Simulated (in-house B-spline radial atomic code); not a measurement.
The numbers below are computed, except where a source is named.
# Ni ion on Ti atom: potential, deflection and energy transfer

The pair potential comes from two frozen, spherical free-atom densities (PBE, B-spline radial code, scalar-relativistic past argon): electrostatics plus the change in Thomas-Fermi kinetic and Dirac exchange energy where they overlap, the recipe behind the universal ZBL potential, which averages such potentials (from solid-state densities) over many pairs. It is written V = (Z1 Z2 e²/r) φ(r/a), with e² = 14.3996 eV·Å and a = 0.46850 Å/(Z1^0.23 + Z2^0.23); ZBL's fit is φ = 0.18175 e^(−3.1998x) + 0.50986 e^(−0.94229x) + 0.28022 e^(−0.4029x) + 0.02817 e^(−0.20162x). Where φ falls below 4e-4 it is continued as an exponential.

Masses 58.69 and 47.87 u.

```tsv
x = r/a	φ, this pair	φ, ZBL
0.1	0.8954	0.8928
0.25	0.775	0.7647
0.5	0.6278	0.6096
1	0.4363	0.4164
1.5	0.3176	0.2995
2	0.2384	0.2218
3	0.1424	0.1292
4	0.08931	0.08026
5	0.05726	0.05224
6.5	0.03169	0.02914
8	0.01876	0.01705
10	0.009513	0.008778
12	0.00498	0.00474
14.5	0.002406	0.002328
17	0.001236	0.001212
20	0.0005587	0.0005882
```

Problem. At x = 4 the electrostatic, kinetic and exchange parts are 214.25, 1685.12 and -128.94 eV. Find r, V and φ.

Solution. a = 0.46850/(2.1520 + 2.0359) = 0.11187 Å, so r = 0.44748 Å. V = 214.25 + 1685.12 + (-128.94) = 1770.43 eV. The bare repulsion is 28 × 22 × 14.3996/0.44748 = 19823 eV, so φ = 0.0893, +11.3 % against ZBL's 0.0803. The kinetic (Pauli) term is 95 % of V here.

Problem. The ion comes in at 1.765 keV with impact parameter 0.5593 Å. The scattering integral gives a centre-of-mass angle of 55.59° and a closest approach of 6.692 a. What are the reduced energy, the energy passed on and the laboratory angles?

Solution. ε = E a M2/(Z1 Z2 e² (M1 + M2)) = 1765 × 5.6656e-06 = 0.01. The most that one collision can pass on is γE with γ = 4 M1 M2/(M1 + M2)² = 0.9897. Here T = γE sin²(θ/2) = 0.9897 × 1765 × 0.2175 = 379.9 eV. The ion turns by arctan(sin θ/(cos θ + M1/M2)) = 24.7°, and the struck atom leaves at (180° − θ)/2 = 62.2°. The closest approach is 0.749 Å. With ZBL the angle would be 53.59° and T = 355 eV.
